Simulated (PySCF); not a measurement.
**SMILES CC=C=C(F)Br, C4H4BrF**

Molfile (atoms numbered from 1):
```
C4H4BrF
     RDKit          3D

 10  9  0  0  0  0  0  0  0  0999 V2000
   -1.5905   -0.4432   -0.0857 C   0  0  0  0  0  0  0  0  0  0  0  0
   -0.5233    0.5757    0.1424 C   0  0  0  0  0  0  0  0  0  0  0  0
    0.7555    0.3297    0.1548 C   0  0  0  0  0  0  0  0  0  0  0  0
    2.0266    0.0903    0.1252 C   0  0  0  0  0  0  0  0  0  0  0  0
    2.7471   -0.2477    1.1933 F   0  0  0  0  0  0  0  0  0  0  0  0
    3.0741    0.1808   -1.4329 Br  0  0  0  0  0  0  0  0  0  0  0  0
   -1.1687   -1.4341   -0.2475 H   0  0  0  0  0  0  0  0  0  0  0  0
   -2.1936   -0.1682   -0.9560 H   0  0  0  0  0  0  0  0  0  0  0  0
   -2.2675   -0.4819    0.7724 H   0  0  0  0  0  0  0  0  0  0  0  0
   -0.8508    1.6014    0.3137 H   0  0  0  0  0  0  0  0  0  0  0  0
  1  2  1  0
  2  3  2  0
  3  4  2  0
  4  5  1  0
  4  6  1  0
  1  7  1  0
  1  8  1  0
  1  9  1  0
  2 10  1  0
M  END
```

Method used: quadratic response CAM-B3LYP/def2-TZVPD first hyperpolarisability, Taylor convention, gas phase (PySCF 2.14.0). Geometry: PBE0-D3(BJ)/def2-TZVP.

The calculation is non-relativistic, which matters for the atoms heavier than Zn.

Problem. What is the first hyperpolarisability, and how does it disperse?

Solution. In au, Taylor convention; the vector part is βᵢ = ⅓ Σⱼ (βᵢⱼⱼ + βⱼᵢⱼ + βⱼⱼᵢ); β∥ is 3/5 of the vector part along the dipole, the dipole points from − to +:
```
                   process  λ (nm)  β vector norm     β∥  β HRS  depolarisation ratio
           static β(0;0,0)       ∞          109.5  -12.8   44.9                  5.19
second harmonic β(−2ω;ω,ω)    1907          112.1  -13.3   46.0                  5.20
         Pockels β(−ω;ω,0)    1907          110.4  -13.0      –                     –
second harmonic β(−2ω;ω,ω)    1064          118.4  -14.5   48.8                  5.20
         Pockels β(−ω;ω,0)    1064          112.3  -13.3      –                     –
```

Problem. Which lowest excitations, dipole and polarisabilities go with it?

Solution. S1 4.54 eV (f = 0.000); S2 6.14 eV (f = 0.000); S3 6.17 eV (f = 0.043); dipole 2.76 D; isotropic α 77.4 au static, 77.7 au at 1907 nm, 78.3 au at 1064 nm, 78.6 au at 953.5 nm, 81.5 au at 532 nm.
